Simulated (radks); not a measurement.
Results of a calculation; reference values are marked as such.
Task: Level of theory: scalar-relativistic Kohn-Sham, LDA (Slater exchange, Perdew-Wang correlation), spin-unpolarised, spherical densities, finite nucleus; Fermi nuclear charge, rms radius of each element as measured or else 0.836 A^(1/3) + 0.57 fm (a radial shooting solver on a logarithmic mesh with Libxc functionals). Response by self-consistent Sternheimer equations with the Hartree and adiabatic LDA kernel, the relativistic mass of each level held fixed and spin-orbit coupling left out. Rank B3+, Ne8+, F7+, C4+, Be2+, He, Li+, N5+, O6+ (NIST ground configurations) by static dipole polarisability, largest first.

Result: He 1.658, Li+ 0.2150, Be2+ 0.05664, B3+ 0.02092, C4+ 0.009435, N5+ 0.004859, O6+ 0.002751, F7+ 0.001671, Ne8+ 0.001073 bohr^3.
